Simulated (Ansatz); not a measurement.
Start from `C#[C][GaH][CH3]` and change one atom or group to get `C#[C][GaH][Cl]`.

Ansatz, PBE0-D4/def2-TZVP geometries, multiplicity 1. 

Scalar relativity is left out up to krypton.

```
                                          property  `C#[C][GaH][CH3]`
                HOMO energy (PBE0/def2-TZVPP) / eV              -7.70
              HOMO–LUMO gap (PBE0/def2-TZVPP) / eV               6.12
             LUMO energy (ωB97M-V/def2-TZVPP) / eV               0.16
                LUMO energy (PBE0/def2-TZVPP) / eV              -1.58
size of the dipole moment (ωB97M-V/def2-TZVPP) / D               0.66
             HOMO–LUMO gap (B3LYP/def2-TZVPP) / eV               5.62
```

What does the change do to each property? (An estimate is asked.)

Ansatz gave: 
| property | `C#[C][GaH][Cl]` | shift |
| --- | --- | --- |
| HOMO energy (PBE0/def2-TZVPP) / eV | -8.49 | -0.79 |
| HOMO–LUMO gap (PBE0/def2-TZVPP) / eV | 6.49 | 0.37 |
| LUMO energy (ωB97M-V/def2-TZVPP) / eV | -0.21 | -0.37 |
| LUMO energy (PBE0/def2-TZVPP) / eV | -2.00 | -0.42 |
| size of the dipole moment (ωB97M-V/def2-TZVPP) / D | 2.06 | 1.40 |
| HOMO–LUMO gap (B3LYP/def2-TZVPP) / eV | 5.98 | 0.36 |

With PBE0 the HOMO falls by 0.79 eV and the LUMO falls by 0.42 eV, so the gap widens by about 0.37 eV. PBE moves the HOMO by -0.75 eV and ωB97M-V by -0.83 eV. The zero-point energy changes by -89.3 kJ/mol with -9 modes. Dipoles are sizes alone; their direction can turn.

B3LYP here is the variant with VWN-RPA as its local correlation; programs differ in this.
